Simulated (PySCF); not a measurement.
# Correlation energy of Bi²⁺ (bismuth, charge +2)

[Xe] 4f14 5d10 6s2 6d1, 2D determinant (an excited configuration). All numbers are calculated (PySCF 2.14, scalar relativity through the core potential, in aug-cc-pVTZ-PP with one added diffuse shell each of d, f type with ECP60MDF (6s5p5d3f, 67 functions)). Frozen: 5s2 5p6 5d10; 3 electrons correlated.

```
  level  correlation energy (mhartree)
   CCSD                         -68.81
    (T)                          -7.32
CCSD(T)                         -76.13
```

Diagnostics: T1 = 0.050, D1 = 0.1195, largest double amplitude 0.503.

Spin-orbit coupling, absent here, splits the open shell strongly. The outer electron is Rydberg-like, and this basis confines it to a smaller radius and binds it less than a complete one would. T1 exceeds 0.03, a sign that the reference determinant is poor. A double-excitation amplitude exceeds 0.15, a sign of near-degeneracy.

Cost of the coupled-cluster step: about 4 core-seconds, for 3 correlated electrons.

Iterations:

```
CC2 = 0
CCSD nocc = (np.int64(2), np.int64(1)), nmo = (58, 58)
frozen orbitals [[0, 1, 2, 3, 4, 5, 6, 7, 8], [0, 1, 2, 3, 4, 5, 6, 7, 8]]
max_cycle = 100
direct = 0
conv_tol = 1e-08
conv_tol_normt = 1e-06
diis_space = 8
diis_start_cycle = 0
Init t2, MP2 energy = -0.035217393026273
Init E_corr(UCCSD) = -0.0352173930355778
cycle = 1  E_corr(UCCSD) = -0.0443283807059263  dE = -0.00911098767  norm(t1,t2) = 0.0804034
cycle = 2  E_corr(UCCSD) = -0.0484735912251889  dE = -0.00414521052  norm(t1,t2) = 0.065297
cycle = 3  E_corr(UCCSD) = -0.0619050377187011  dE = -0.0134314465  norm(t1,t2) = 0.0584068
cycle = 4  E_corr(UCCSD) = -0.0673292605368061  dE = -0.00542422282  norm(t1,t2) = 0.0291875
cycle = 5  E_corr(UCCSD) = -0.0697421246594032  dE = -0.00241286412  norm(t1,t2) = 0.00576228
cycle = 6  E_corr(UCCSD) = -0.0684180063972666  dE = 0.00132411826  norm(t1,t2) = 0.00355781
cycle = 7  E_corr(UCCSD) = -0.0688244396526393  dE = -0.000406433255  norm(t1,t2) = 0.00148431
cycle = 8  E_corr(UCCSD) = -0.0688068641417518  dE = 1.75755109e-05  norm(t1,t2) = 7.76164e-05
cycle = 9  E_corr(UCCSD) = -0.0688104052993244  dE = -3.54115757e-06  norm(t1,t2) = 2.09579e-05
cycle = 10  E_corr(UCCSD) = -0.0688105272091191  dE = -1.21909795e-07  norm(t1,t2) = 2.39166e-06
cycle = 11  E_corr(UCCSD) = -0.0688108868042542  dE = -3.59595135e-07  norm(t1,t2) = 1.22123e-06
cycle = 12  E_corr(UCCSD) = -0.0688108349886825  dE = 5.18155717e-08  norm(t1,t2) = 2.13176e-07
cycle = 13  E_corr(UCCSD) = -0.0688108313597509  dE = 3.62893163e-09  norm(t1,t2) = 3.5449e-08
UCCSD converged
E(UCCSD) = -212.3951171025232  E_corr = -0.06881083135975086
UCCSD(T) correction = -0.0073193552082301
```
